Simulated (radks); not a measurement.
Excited configurations of Tl+: one electron is placed in a higher orbital outside [Xe] 4f14 5d10 6s1. The ground configuration is [Hg]. All-electron calculation, scalar-relativistic Kohn-Sham, LDA (Slater exchange, Perdew-Wang correlation), spin-polarised, spherical densities, finite nucleus; open shells are filled with parallel spins first (spin-orbit coupling, left out, can overturn this in heavy ions); Fermi nuclear charge, rms radius 5.4759 fm. Program: a radial shooting solver on a logarithmic mesh with Libxc functionals. Excitation = E - E(ground); binding = E(ion) - E, where the ion is the core of charge +2; n* = 2/sqrt(2 binding) in atomic units, and the quantum defect is n - n*.

| outer orbital | excitation (eV) | binding (eV) | n* | quantum defect | eigenvalue (eV) | <r> (bohr) |
|---|---|---|---|---|---|---|
| 5f | 17.325 | 3.661 | 3.856 | 1.144 | -2.595 | 8.099 |
| 6p | 7.754 | 13.231 | 2.028 | 3.972 | -9.889 | 3.107 |
| 6d | 14.796 | 6.189 | 2.965 | 3.035 | -4.478 | 5.387 |
| 6f | 18.502 | 2.483 | 4.681 | 1.319 | -1.881 | 13.90 |
| 7s | 13.345 | 7.641 | 2.669 | 4.331 | -6.068 | 5.628 |
| 7p | 15.268 | 5.717 | 3.085 | 3.915 | -4.505 | 7.076 |
| 7d | 17.393 | 3.592 | 3.892 | 3.108 | -2.785 | 10.50 |
| 7f | 19.217 | 1.769 | 5.547 | 1.453 | -1.387 | 21.15 |

The Delta-SCF ionisation energy is 20.986 eV (NIST Atomic Spectra Database: 20.428 eV, measured). Self-interaction in the functional shifts the binding energies and quantum defects, so they are the method's values and not measured ones.
